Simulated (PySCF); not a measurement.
Excitations are Tamm–Dancoff values on a coarser integration grid. The basis has no diffuse functions, so Rydberg states are missing or too high.

Cartesian coordinates (Å):
SMILES: N[SiH3]
```xyz
7

N      1.0393    -0.0524    -0.1736
Si    -0.6615     0.0438     0.0236
H      1.6378     0.7138     0.0844
H      1.5217    -0.9331    -0.1136
H     -1.2771    -1.0452    -0.7649
H     -1.1073     1.3624    -0.4754
H     -1.1529    -0.0894     1.4195
```
Charge 0, spin multiplicity 1.

Problem. Give the HOMO–LUMO gap, LUMO, S1 excitation (TDA), total energy, S1–T1 gap (TDA), S1 oscillator strength, dipole moment and T1 excitation (TDA) at the level CAM-B3LYP-D3(BJ)/def2-TZVP (PySCF).

Solution. 
HOMO–LUMO gap: 10.01 eV
LUMO: 1.23 eV
S1 excitation (TDA): 6.33 eV
total energy: -347.2838 Ha
S1–T1 gap (TDA): 0.46 eV
S1 oscillator strength: 0.019
dipole moment: 0.276 e·Å
T1 excitation (TDA): 5.88 eV
